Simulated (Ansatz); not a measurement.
**Which is lower?**

Two relaxed structures of B2H4Te, closed shell (PBE0-D4/def2-TZVP; forces vanish, vibrations not checked).

A:

```tsv
atom	x (Å)	y (Å)	z (Å)
B1	-1.0081	-0.2675	0.2813
B2	0.0389	0.8446	-0.2941
Te3	2.0574	0.2140	-0.4616
H4	-1.5673	-1.0400	-0.4459
H5	-1.2077	-0.3941	1.4572
H6	-0.1304	1.9724	-0.6451
H7	1.8171	-1.3295	0.1083
```

B:

B1  (1.043, -0.011, -0.193)
B2  (0.633, 1.379, -0.588)
Te3  (-1.115, -0.161, 0.265)
H4  (-1.537, -1.652, -0.402)
H5  (-1.125, -0.913, 1.776)
H6  (0.127, 2.416, -0.844)
H7  (1.737, -0.950, -0.006)
(Å)

Program: Ansatz 0.2.0. Basis: def2-TZVPP. Cores are frozen in the correlated methods. Filled d shells of the heavier atoms are correlated. Core potentials replace the inner electrons of the atoms past krypton. The def2 sets are not built for correlating such inner shells, so the correlated values are less sure here. B3LYP uses VWN-RPA correlation.

Q: Which structure is lower at CCSD(T), and by how much? (To be estimated.)

A: By the calculation: A, by 2.401 eV (electronic energy, against the other). By their contacts, A is B₂H₄Te ([BH2][BH][TeH]) and B is B₂H₄Te ([BH]1[BH][TeH2]1).

All methods give the same order:

```tsv
method	E(B) − E(A) (eV)
PBE-D4	2.158
r2SCAN-D4	2.319
PBE0-D4	2.327
B3LYP-D4	2.475
wB97M-V	2.438
HF	3.114
MP2	2.398
CCSD	2.541
CCSD(T)	2.401
```

T1 diagnostic: at most 0.016.

Labels in which every atom is bracketed show which atoms are joined, not bond orders.

For scale, one of the runs: CCSD(T)/def2-TZVPP, 168 basis functions, launched by `ansatz run in.yaml --threads 2 --pin off --events-out ev --progress --plain --max-ram 4352MiB`. Hardware: 2 CPU threads of an Arm Neoverse V1, shared host. Wall time 49 s; peak host memory 1.6 GiB.
